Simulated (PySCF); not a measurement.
A structure optimised at PBE-D3(BJ)/def2-SVP, used in a PySCF frequency run:

```
Si
F 1 1.6442
N 1 1.7183 2 113.48
H 3 1.0226 1 119.61 2 72.13
H 3 1.0228 4 111.23 1 146.14
C 1 1.8598 2 107.53 3 -124.30
H 6 1.1073 1 110.69 2 -173.81
H 6 1.1077 7 108.68 1 -121.39
H 6 1.1095 7 108.48 8 -117.01
Cl 1 2.0761 2 105.14 3 116.22
```
Charge 0, spin multiplicity 1.

Question: Write its SMILES and formula.

Answer: C[Si@@](N)(F)Cl, CH5ClFNSi

Question: What are its rotational constants (standard atomic weights)?

Answer: 3.4777, 2.2666, 2.2139 GHz
